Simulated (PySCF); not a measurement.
def2 core potentials replace the inner electrons of Sn.

Excitations are Tamm–Dancoff values on a coarser integration grid. The basis has no diffuse functions, so Rydberg states are missing or too high.

Cartesian coordinates (Å):
SMILES: C[O][Sn]([CH2]C(F)(F)F)([O]C)[O]C
```xyz
23

C      3.2300     0.2601    -0.1480
O      2.1198    -0.1467    -0.9064
Sn     0.3377    -0.2973    -0.0821
C     -0.8962    -1.1744    -1.6056
C     -2.3505    -0.8682    -1.4174
F     -2.7574    -1.1776    -0.1757
F     -2.6104     0.4318    -1.6063
F     -3.1218    -1.5517    -2.2658
O      0.5210    -1.4133     1.5277
C     -0.3367    -1.2463     2.6294
O     -0.2398     1.4537     0.6274
C     -0.3587     2.5818    -0.1976
H      3.4082    -0.3902     0.7277
H      3.1368     1.3002     0.2177
H      4.1243     0.2117    -0.7909
H     -0.5590    -0.8200    -2.5885
H     -0.7434    -2.2610    -1.5493
H     -1.3677    -1.5855     2.4153
H     -0.3911    -0.1982     2.9740
H      0.0511    -1.8585     3.4602
H     -0.6526     3.4393     0.4301
H      0.5908     2.8491    -0.6997
H     -1.1344     2.4613    -0.9764
```
Charge 0, multiplicity 1.

Task: What HOMO, total energy and T1 excitation (TDA) does PBE0-D3(BJ)/def2-SVP in PySCF give?

Result: 
| Quantity | Value |
|---|---|
| HOMO | -7.70 eV |
| total energy | -935.3814 Ha |
| T1 excitation (TDA) | 4.84 eV |
